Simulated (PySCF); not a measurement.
**Spin–spin coupling constants**

Geometry:
```csv
atom,x (Å),y (Å),z (Å)
C1,-3.086,-0.075,0.118
C2,-2.067,-0.886,-0.112
O3,-0.744,-0.667,0.094
C4,-0.373,0.577,0.640
C5,1.138,0.699,0.803
O6,1.602,1.560,1.515
C7,1.956,-0.251,0.029
C8,3.279,-0.265,0.145
H9,-2.981,0.914,0.524
H10,-4.086,-0.399,-0.102
H11,-2.203,-1.879,-0.519
H12,-0.843,0.733,1.621
H13,-0.694,1.399,-0.019
H14,1.423,-0.930,-0.618
H15,3.771,0.425,0.812
H16,3.900,-0.948,-0.408
```

Method: B3LYP/pcJ-1 (without the spin–dipole term)//GFN2-xTB, PySCF 2.14.0 with density-fitted response routines; isolated molecule, single conformer, non-relativistic. Couplings are averaged over pairs made equivalent by symmetry, fast rotation or ring inversion, so a value needn't be that of the named pair in this geometry, while other rotamers aren't included; one pair stands for each set, and the list holds a selection of those of at least 0.8 Hz over up to four bonds, among pairs with at least one C or H atom (others weren't computed).

Isotopes: ¹³C, ¹H, ¹⁷O. Couplings to quadrupolar nuclei such as 17O and 33S are rarely resolved in practice.

```json
{"pair": "C1, C2", "bonds": "1", "J (Hz)": "87.8"}
{"pair": "C1, H9", "bonds": "1", "J (Hz)": "160.7"}
{"pair": "C1, H10", "bonds": "1", "J (Hz)": "?"}
{"pair": "C2, O3", "bonds": "1", "J (Hz)": "27.8"}
{"pair": "C2, H11", "bonds": "1", "J (Hz)": "189.4"}
{"pair": "O3, C4", "bonds": "1", "J (Hz)": "24.7"}
{"pair": "C4, C5", "bonds": "1", "J (Hz)": "50.1"}
{"pair": "C4, H12", "bonds": "1", "J (Hz)": "148.8"}
{"pair": "C5, O6", "bonds": "1", "J (Hz)": "?"}
{"pair": "C5, C7", "bonds": "1", "J (Hz)": "57.3"}
{"pair": "C7, C8", "bonds": "1", "J (Hz)": "75.5"}
{"pair": "C7, H14", "bonds": "1", "J (Hz)": "169.9"}
{"pair": "C8, H15", "bonds": "1", "J (Hz)": "167.1"}
{"pair": "C8, H16", "bonds": "1", "J (Hz)": "167.2"}
{"pair": "C2, H9", "bonds": "2", "J (Hz)": "-5.0"}
{"pair": "O3, H12", "bonds": "2", "J (Hz)": "-2.9"}
{"pair": "C4, O6", "bonds": "2", "J (Hz)": "?"}
{"pair": "C5, H14", "bonds": "2", "J (Hz)": "?"}
{"pair": "H9, H10", "bonds": "2", "J (Hz)": "?"}
{"pair": "H12, H13", "bonds": "2", "J (Hz)": "?"}
{"pair": "H15, H16", "bonds": "2", "J (Hz)": "1.3"}
{"pair": "O3, H10", "bonds": "3", "J (Hz)": "?"}
{"pair": "C5, H15", "bonds": "3", "J (Hz)": "7.4"}
{"pair": "H14, H15", "bonds": "3", "J (Hz)": "18.8"}
{"pair": "O3, H14", "bonds": "4", "J (Hz)": "-1.2"}
{"pair": "C4, H16", "bonds": "4", "J (Hz)": "?"}
```

Estimate the withheld couplings, with signs.

Results:


- ¹J(C1,H10) = 171.8 Hz (bond length 1.073 Å, sp2 carbon)
- ¹J(C5,O6) = 33.0 Hz (bond length 1.210 Å)
- ²J(C4,O6) = -3.2 Hz (angle at C5 120°)
- ²J(C5,H14) = 5.6 Hz (angle at C7 117°)
- ²J(H9,H10) = -4.6 Hz (angle at C1 117°)
- ²J(H12,H13) = -19.1 Hz (angle at C4 108°)
- ³J(O3,H10) = -4.8 Hz (dihedral angle 180°)
- ⁴J(C4,H16) = 1.0 Hz
